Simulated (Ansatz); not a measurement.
C₄H₉FOSi, SMILES `CC(C)(C)O[Si]F`, relaxed with RKS PBE-D4/def2-SVP in Ansatz 0.2.0 from a rough embedded geometry. The force threshold is 0.03 eV/Å; the program also tests the step.

Charge 0, multiplicity 1.

Start:

```xyz
16

C     1.317   -0.883    0.658
C     0.167    0.039    0.168
C    -1.113   -0.730    0.406
C     0.338    0.270   -1.324
O     0.229    1.225    0.973
Si   -0.817    2.544    0.836
F    -1.907    2.221   -0.323
H     1.178   -1.040    1.765
H     1.376   -1.759    0.120
H     2.278   -0.291    0.546
H    -1.092   -1.720   -0.106
H    -2.030   -0.225   -0.036
H    -1.308   -0.843    1.486
H     1.313    0.945   -1.487
H    -0.420    0.849   -1.788
H     0.490   -0.600   -1.894
```

**Question.** By how much does the energy fall, and how many steps does the optimiser take? (An estimate is asked.)

**Answer.** Ansatz gave: 0.63 eV, in 5 steps.

**Question.** Which bonds change most? (An estimate is asked.)

**Answer.** Ansatz gave: C4–H14 from 1.197 to 1.109 Å; C1–H9 from 1.029 to 1.109 Å; C4–H16 from 1.051 to 1.109 Å; Si6–F7 from 1.624 to 1.674 Å.

**Question.** Give the relaxed structure. (Best estimate.)

**Answer.** The calculation gave: 
```xyz
16

C     1.354   -0.822    0.702
C     0.174   -0.026    0.139
C    -1.153   -0.762    0.371
C     0.378    0.291   -1.349
O     0.149    1.225    0.884
Si   -0.786    2.604    0.892
F    -1.919    2.297   -0.302
H     1.214   -1.007    1.785
H     1.449   -1.800    0.188
H     2.299   -0.261    0.567
H    -1.148   -1.744   -0.143
H    -2.000   -0.165   -0.018
H    -1.309   -0.940    1.454
H     1.315    0.866   -1.493
H    -0.470    0.886   -1.738
H     0.453   -0.644   -1.939
```
